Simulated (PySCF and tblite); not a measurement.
Values are calculated unless marked as measured or tabulated.
C4H8BrClSi, numbered as in [Cl:1][C@@H:2]1[CH2:3][SiH2:4][CH2:5][C@@H:6]1[Br:7].

Geometries GFN2-xTB; weights from PBE0-D3(BJ)/def2-SVP (IEF-PCM, cyclohexane) energies and GFN2-xTB thermal corrections, with symmetry numbers and mirror pairs. Conformers within 2.5 kcal/mol (GFN2-xTB free energy) were kept, 5 at most. GIAO shieldings: B97-2/pcSseg-1 (IEF-PCM, cyclohexane). Shifts are against TMS (¹H), TMS (¹³C), TMS (²⁹Si) at the same level; of two unlike H on one atom, a is the less shielded. Run with PySCF (density fitting) and tblite.

Task: Predict the averaged NMR shifts at 298.15 K.

Result: ¹H: 4.68 (H2, 1H), 4.43 (H6, 1H), 4.41 (H4a, 1H), 4.11 (H4b, 1H), 1.87 (H5a, 1H), 1.67 (H3a, 1H), 1.59 (H5b, 1H), 1.27 (H3b, 1H) ppm. ¹³C: 76.2 (C2), 73.1 (C6), 20.7 (C3), 19.6 (C5) ppm. ²⁹Si: -35.4 (Si4) ppm.

Task: How do the conformers differ?

Result: The 5-ring runs over atoms 2–3–4–5–6.
```json
{"conformer": "1", "shape": "5-ring between envelope and twist (ring torsions -19, -9, 36, -54, 43°)", "weight %": "79.9"}
{"conformer": "2", "shape": "5-ring between envelope and twist (ring torsions 8, 19, -42, 53, -35°)", "weight %": "20.1"}
```

| signal | 1 | 2 | average |
| --- | --- | --- | --- |
| H2 | 4.78 | 4.27 | 4.68 |
| H3a | 1.63 | 1.82 | 1.67 |
| H3b | 1.20 | 1.55 | 1.27 |
| H4a | 4.39 | 4.47 | 4.41 |
| H4b | 4.10 | 4.12 | 4.11 |
| H5a | 1.89 | 1.78 | 1.87 |
| H5b | 1.67 | 1.30 | 1.59 |
| H6 | 4.31 | 4.91 | 4.43 |
| C2 | 77.1 | 72.6 | 76.2 |
| C3 | 21.4 | 18.2 | 20.7 |
| C5 | 19.0 | 22.1 | 19.6 |
| C6 | 72.0 | 77.5 | 73.1 |
| Si4 | -35.5 | -34.8 | -35.4 |

Task: Which signal moves most, for its nucleus, between 250 and 350 K through the change of populations alone?

Result: H6: 4.41 ppm at 250 K, 4.43 ppm at 298.15 K, 4.45 ppm at 350 K.

Spin–orbit effects of the heavy atoms on shieldings are missing. At a carbon that bears Br the missing effect is some 10 ppm, beside I tens of ppm. Unscaled ²⁹Si shifts at such levels can be off by tens of ppm; differences between conformers or isomers are more reliable. Shifts are unscaled: against experiment ¹³C can be off by 15 ppm or more and ¹H by 0.8 ppm.
